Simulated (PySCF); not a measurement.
C3H7BFN, SMILES FB(/C=C/C)N. Atoms are numbered in the order given.

```xyz
13

C      0.0839    -2.8524     0.0000
C     -0.3131    -1.4045     0.0000
C      0.5253    -0.3579     0.0000
B      0.0806     1.1456     0.0000
N     -1.2538     1.5833     0.0000
F      1.0444     2.0948     0.0000
H     -0.3225    -3.3709     0.8851
H      1.1781    -2.9692     0.0000
H     -0.3225    -3.3709    -0.8851
H     -1.3984    -1.2213     0.0000
H      1.6036    -0.5713     0.0000
H     -2.0489     0.9603     0.0000
H     -1.4920     2.5671     0.0000
```
Charge 0, spin multiplicity 1.

Geometry: ωB97X-D3(BJ)/def2-SVP. A frequency run showed that this geometry is not a minimum. The structure was generated by enumeration; whether it is a known compound was not checked. The values are those of a single conformer.

Two levels are set side by side: PBE/pcSseg-1 (PySCF) and PBE0/pcSseg-1 (PySCF). GIAO shifts against BF3 (¹¹B), CFCl3 (¹⁹F), NH3 (¹⁵N), TMS (¹H), TMS (¹³C) at the same level; non-relativistic, no solvent, atoms listed together averaged. Differences are taken from unrounded values.

| quantity | PBE0 | PBE | PBE minus PBE0 |
|---|---|---|---|
| δ(¹³C) of C1 (ppm) | 27.5 | 28.7 | 1.1 |
| δ(¹³C) of C2 (ppm) | 156.9 | 154.2 | -2.7 |
| δ(¹³C) of C3 (ppm) | 134.9 | 134.2 | -0.8 |
| δ(¹¹B) of B4 (ppm) | 16.2 | 15.4 | -0.8 |
| δ(¹⁵N) of N5 (ppm) | 72.9 | 77.6 | 4.8 |
| δ(¹⁹F) of F6 (ppm) | -122.8 | -137.2 | -14.5 |
| δ(¹H) of H10 (ppm) | 6.63 | 6.62 | -0.02 |
| δ(¹H) of H11 (ppm) | 6.06 | 6.02 | -0.04 |

Rough cost on one machine, each run with all the roots and properties that it gave: PBE0 against PBE within a factor of 2.
